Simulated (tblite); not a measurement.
C₁₀H₈.
Atom-mapped SMILES: `[cH:1]1[cH:2][cH:3][c:4]2[cH:5][cH:6][cH:7][cH:8][c:9]2[cH:10]1` (hydrogens: H11 on C1; H12 on C2; H13 on C3; H14 on C5; H15 on C6; H16 on C7; H17 on C8; H18 on C10)

A start from a force field or distance geometry was refined with GFN2-xTB geometry optimisation, gas phase (tblite 0.8.0). Values at the start:

```
coordinate    start
     C1–C2  1.382 Å
    C1–C10  1.408 Å
    C1–H11  1.079 Å
     C3–C4  1.418 Å
    C3–H13  1.080 Å
     C4–C9  1.402 Å
 C2–C1–C10   119.4°
  C2–C3–C4   119.8°
  C3–C4–C5   120.8°
  C3–C4–C9   119.4°
```

Problem. How do these coordinates change at the GFN2-xTB level?

Solution. 
| coordinate | GFN2-xTB (Å or °) | change |
| --- | --- | --- |
| C1–C10 | 1.366 | -0.042 |
| C1–C2 | 1.404 | +0.022 |
| C4–C9 | 1.420 | +0.018 |
| C3–C4 | 1.411 | -0.007 |
| C1–H11 | 1.081 | +0.002 |
| C3–H13 | 1.081 | +0.001 |
| C3–C4–C5 | 122.2 | +1.4 |
| C2–C3–C4 | 120.7 | +0.9 |
| C2–C1–C10 | 120.3 | +0.9 |
| C3–C4–C9 | 118.9 | -0.5 |

The energy falls by 3.1 kcal/mol over 13 L-BFGS steps, the largest force on an atom goes from 2.01 to 0.008 eV/Å, and the atoms move by 0.018 Å rms after alignment. The bond that changes most is C1–C10 (both ends aromatic CH carbon), which shortens by 0.042 Å. Bonds longer at the end by more than 0.005 Å: 4 of 19; shorter: 9. Rotational constants go from 3169, 1236, 889.1 to 3168, 1250, 896.1 MHz.

Its GFN2-xTB frequencies are all real (lowest 157 cm⁻¹).

These are computed values.
